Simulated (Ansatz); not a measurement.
Two members of one family (InAs nanocrystals, H-capped) that differ in charge, which shifts all levels, computed with Ansatz in the gas phase; def2 core potentials for In, no spin–orbit coupling. Sets without diffuse functions give affinities that are too small. A dash marks a value that wasn't run or was left out as unsound. The structures are stationary points that may keep the symmetry of their start. Remarks come from the PBE and PBE0 runs and from stability tests at other levels; not every state was tested. HOMO above LUMO (over both spins in singlets and doublets, within one spin in higher multiplets; at PBE or PBE0), or a gap under 0.15 eV within one spin, warns that the state may not be the lowest or that an electron is smeared out.

First: In10As11H28⁺, cut from wurtzite (singlet, charge 1, PBE-D4/def2-SVP geometry).

```xyz
49

As    1.438   -0.697   -4.187
In    1.374    1.918   -5.208
As    0.782   -3.939   -1.020
In    2.778   -4.354    0.782
In    0.544   -1.423   -1.774
As    1.740    0.303   -0.124
As    0.172    2.867   -2.939
In    1.740    2.942   -0.780
As    1.490   -2.828    2.749
In    0.932   -0.249    2.338
As    2.180    1.452    3.968
As    0.534    3.938    1.393
In    2.131    4.245    3.591
In   -1.603   -5.265   -1.026
As   -1.963   -0.511   -1.678
In   -2.308    1.966   -2.673
As   -2.693   -3.624    0.941
In   -3.221   -1.012    0.634
As   -1.631    0.401    2.274
As   -3.153    3.161   -0.381
In   -1.900    3.082    2.023
H     2.845   -1.288   -4.231
H     0.800   -1.706   -5.139
H     3.038    2.379   -5.159
H     0.151    1.820   -6.425
H     1.435   -4.469   -2.299
H     4.083   -3.275    0.410
H     2.667   -5.976    1.363
H     3.193   -0.171   -0.098
H    -0.066    4.348   -3.240
H     3.348    3.539   -1.045
H     2.229   -2.823    4.085
H     0.189   -3.425    3.278
H     3.595    0.879    4.019
H     1.762    1.004    5.367
H     0.223    5.379    0.979
H     3.742    4.556    3.056
H     1.131    4.775    4.897
H    -1.366   -6.788   -0.247
H    -2.475   -4.729   -2.423
H    -2.699   -1.424   -2.659
H    -3.438    2.109   -3.976
H    -1.945   -3.730    2.269
H    -4.008   -4.210    1.453
H    -4.884   -0.521    0.715
H    -2.129    0.102    3.688
H    -3.376    4.640   -0.690
H    -4.624    2.803   -0.163
H    -2.781    3.831    3.312
```

| level | HOMO (eV) | LUMO (eV) | gap (eV) | vertical IE (eV) | vertical EA (eV) | vertical triplet (eV) |
| --- | --- | --- | --- | --- | --- | --- |
| PBE-D4/def2-SVP | -8.20 | -5.16 | 3.04 | – | – | – |
| PBE-D4/def2-TZVP | -8.24 | -5.23 | 3.01 | 9.65 | 4.01 | 3.11 |
| r2SCAN-D4/def2-TZVP | -8.46 | -5.08 | 3.39 | – | – | – |
| PBE0-D4/def2-SVP | -9.12 | -4.48 | 4.64 | – | – | – |
| PBE0-D4/def2-TZVP | -9.14 | -4.53 | 4.60 | 10.12 | 3.72 | 3.82 |

Remarks: gap within one spin near zero at PBE or PBE0 (+2 doublet), gap within one spin near zero at PBE or PBE0 (neutral doublet), gap within one spin near zero at PBE or PBE0 (triplet).

Second: In11As11H28, cut from wurtzite (singlet, charge 0, PBE-D4/def2-SVP geometry).

Cartesian coordinates in Å:
```
In 4.7199 1.1891 -1.0825
As 3.5219 3.5819 -1.7432
In 3.3701 -2.4583 -0.0029
As 2.2206 -3.0946 2.3797
As 2.3976 -0.0868 -0.5463
In 1.1355 0.8582 1.6117
In 0.8681 4.0574 -1.7167
As 0.1512 3.2110 0.7155
In -0.4366 -2.9301 2.9351
As -1.0923 -0.5209 2.1449
In -2.3677 0.3106 4.3786
In -2.4829 3.6391 0.8618
As -3.0815 2.7616 3.3404
As 1.9102 -4.2051 -1.5154
In 0.9217 -0.2874 -2.7468
As -0.1799 2.1028 -3.1861
In -0.7990 -4.2306 -1.7183
As -1.2628 -4.5991 0.9336
As -1.2625 -1.6472 -1.9060
In -2.8076 -0.7547 0.1290
In -2.9016 2.1336 -3.4191
As -3.3332 1.7071 -0.7557
H 5.5698 1.4943 0.4031
H 5.3376 0.5724 -2.5879
H 4.1343 4.7326 -0.9442
H 4.0123 4.0655 -3.1080
H 5.0474 -2.9197 -0.0423
H 2.8750 -2.1450 3.3791
H 2.8219 -4.3793 2.9526
H 2.1855 1.0263 2.9995
H 0.4421 5.6979 -2.1134
H 0.7425 4.2661 1.6544
H -0.8077 -3.6475 4.4771
H -1.1982 0.6589 5.6178
H -3.8633 -0.5723 4.5051
H -3.0137 5.2662 0.5444
H -2.6473 3.8916 4.2742
H -4.5831 2.9939 3.5088
H 2.4416 -5.6304 -1.3465
H 2.4119 -4.0141 -2.9442
H 1.6901 -1.0953 -4.0926
H 0.3369 2.4388 -4.5872
H -1.4170 -5.5049 -2.7211
H -1.0060 -6.0580 1.3169
H -2.7827 -4.6615 1.0668
H -2.2019 -1.6144 -3.1169
H -4.1562 -1.8280 0.4140
H -3.3737 3.7712 -3.7656
H -3.3538 0.6673 -4.2476
H -4.8537 1.7897 -0.5874
```

What does the change do? Estimate second minus first.


```csv
level,Δ HOMO (eV),Δ LUMO (eV),Δ gap (eV),Δ vertical IE (eV),Δ vertical EA (eV),Δ vertical triplet (eV)
PBE-D4/def2-SVP,2.64,2.71,0.07,–,–,–
PBE-D4/def2-TZVP,2.61,2.67,0.06,-2.62,-2.62,-0.02
r2SCAN-D4/def2-TZVP,2.62,2.71,0.09,–,–,–
PBE0-D4/def2-SVP,2.66,2.77,0.11,–,–,–
PBE0-D4/def2-TZVP,2.63,2.73,0.10,-2.67,-2.70,-0.08
```

Remarks: gap within one spin near zero at PBE or PBE0 (+1 doublet), gap within one spin near zero at PBE or PBE0 (-1 doublet), gap within one spin near zero at PBE or PBE0 (triplet).
